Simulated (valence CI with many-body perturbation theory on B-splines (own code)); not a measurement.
# Tl LX: E2, M1 decay

Method: relativistic CI+MBPT: four valence electrons over a frozen Dirac-Fock core [Ar], radial functions for each j: 9 s, 9 p, 10 d, 8 f, 5 g, 3 h, 1 i, with the one-electron correlation potential Σ1, the two-electron term Σ2, the three-electron term Σ3, Breit, model QED; selected CI, second order for the rest (own B-spline code, finite nucleus).

No measured spectrum was set against this ion. As an estimate, large intervals hold to a few tenths of a per cent, small ones and those within an open d or f shell to about a per cent. The list stops below the first excitations out of the core. Only levels of the ground parity were solved; by the run's estimate the other parity begins above the list, which can be wrong where configurations are misplaced.

Lines 1 to 37 of 37 in falling wavelength, among levels below 272.28 eV, chosen from the decays that carry over 1 % of a level's rate. Wavelengths and rates use the calculated energies. Electric multipoles are in the length gauge, E1 and E2 with the static RPA response of the core. Weak lines are less certain than strong ones. Lines between different terms over intervals too small for the method are left out, as are lines whose strength nearly cancels. The highest levels of a list are the least certain. Branching is blank where the lifetime is uncertain.

Levels are named by their leading jj configuration (3d3/2^4 stands for four electrons in 3d with j = 3/2), which in mixed levels can hold well under half, so a name can repeat and another be missing. Letters in brackets count levels of one name in rising energy.

```tsv
λ vac (Å)	Upper	Lower	Type	A (s⁻¹)	Branch %
4271	(3d3/2^2 3d5/2^2) J=6	(3d3/2^2 3d5/2^2) J=5	M1	8.58e+01	
3517	(3d3/2^3 3d5/2) J=3	(3d3/2^3 3d5/2) J=2	M1	2.30e+02	
1516	(3d3/2^3 3d5/2) J=3	(3d3/2^3 3d5/2) J=4	M1	2.10e+03	
707.4	(3d3/2^3 3d5/2) J=2	(3d3/2^3 3d5/2) J=1	M1	3.34e+04	90.0
586.5	(3d3/2^2 3d5/2^2) J=2 [d]	(3d3/2^2 3d5/2^2) J=2 [c]	M1	3.82e+04	5.2
348.6	(3d3/2^2 3d5/2^2) J=2 [d]	(3d3/2^2 3d5/2^2) J=2 [b]	M1	2.12e+04	2.9
318.7	(3d3/2^2 3d5/2^2) J=4 [c]	(3d3/2^2 3d5/2^2) J=4 [a]	M1	4.17e+04	1.1
300.9	(3d3/2^2 3d5/2^2) J=2 [d]	(3d3/2^2 3d5/2^2) J=1	M1	9.92e+03	1.3
240.4	(3d3/2^2 3d5/2^2) J=2 [d]	(3d3/2^2 3d5/2^2) J=3 [a]	M1	4.19e+04	5.7
137.1	(3d3/2^2 3d5/2^2) J=2 [a]	(3d3/2^3 3d5/2) J=3	M1	3.37e+05	1.5
132.6	(3d3/2^2 3d5/2^2) J=4 [a]	(3d3/2^3 3d5/2) J=3	M1	1.38e+06	10.4
131.9	(3d3/2^2 3d5/2^2) J=2 [a]	(3d3/2^3 3d5/2) J=2	M1	3.69e+06	16.9
129.2	(3d3/2^2 3d5/2^2) J=3 [a]	(3d3/2^3 3d5/2) J=3	M1	7.55e+06	58.3
124.6	(3d3/2^2 3d5/2^2) J=3 [a]	(3d3/2^3 3d5/2) J=2	M1	5.32e+06	41.1
121.9	(3d3/2^2 3d5/2^2) J=4 [a]	(3d3/2^3 3d5/2) J=4	M1	1.19e+07	89.6
121.5	(3d3/2^3 3d5/2) J=1	(3d3/2^4) J=0	M1	1.31e+07	100.0
115.3	(3d3/2^2 3d5/2^2) J=5	(3d3/2^3 3d5/2) J=4	M1	6.26e+06	100.0
113.9	(3d3/2^2 3d5/2^2) J=3 [b]	(3d3/2^3 3d5/2) J=3	M1	1.84e+06	22.0
113.2	(3d3/2^2 3d5/2^2) J=4 [b]	(3d3/2^3 3d5/2) J=3	M1	2.33e+06	98.1
112.8	(3d3/2^2 3d5/2^2) J=1	(3d3/2^3 3d5/2) J=2	M1	1.20e+07	99.4
112.2	(3d3/2^2 3d5/2^2) J=6	(3d3/2^3 3d5/2) J=4	E2	7.00e+02	
111.2	(3d3/2^2 3d5/2^2) J=2 [a]	(3d3/2^3 3d5/2) J=1	M1	1.78e+07	81.6
111.0	(3d3/2^2 3d5/2^2) J=0	(3d3/2^3 3d5/2) J=1	M1	2.95e+07	100.0
110.7	(3d3/2^2 3d5/2^2) J=2 [b]	(3d3/2^3 3d5/2) J=3	M1	7.91e+04	2.1
110.4	(3d3/2^2 3d5/2^2) J=3 [b]	(3d3/2^3 3d5/2) J=2	M1	2.12e+05	2.5
107.3	(3d3/2^2 3d5/2^2) J=2 [b]	(3d3/2^3 3d5/2) J=2	M1	3.18e+06	83.6
106.0	(3d3/2^2 3d5/2^2) J=3 [b]	(3d3/2^3 3d5/2) J=4	M1	6.30e+06	75.4
105.3	(3d3/2^2 3d5/2^2) J=4 [b]	(3d3/2^3 3d5/2) J=4	M1	3.19e+04	1.3
103.7	(3d3/2^3 3d5/2) J=2	(3d3/2^4) J=0	E2	3.72e+03	10.0
98.07	(3d3/2^2 3d5/2^2) J=2 [c]	(3d3/2^3 3d5/2) J=3	M1	1.06e+07	75.4
95.41	(3d3/2^2 3d5/2^2) J=2 [c]	(3d3/2^3 3d5/2) J=2	M1	3.40e+06	24.1
93.65	(3d3/2^2 3d5/2^2) J=4 [c]	(3d3/2^3 3d5/2) J=3	M1	3.79e+06	97.6
93.18	(3d3/2^2 3d5/2^2) J=2 [b]	(3d3/2^3 3d5/2) J=1	M1	5.11e+05	13.5
84.02	(3d3/2^2 3d5/2^2) J=2 [d]	(3d3/2^3 3d5/2) J=3	M1	1.20e+05	16.2
84.02	(3d3/2^2 3d5/2^2) J=2 [d]	(3d3/2^3 3d5/2) J=3	E2	7.82e+03	1.1
82.06	(3d3/2^2 3d5/2^2) J=2 [d]	(3d3/2^3 3d5/2) J=2	M1	4.73e+05	63.9
73.53	(3d3/2^2 3d5/2^2) J=2 [d]	(3d3/2^3 3d5/2) J=1	M1	1.15e+04	1.6
```
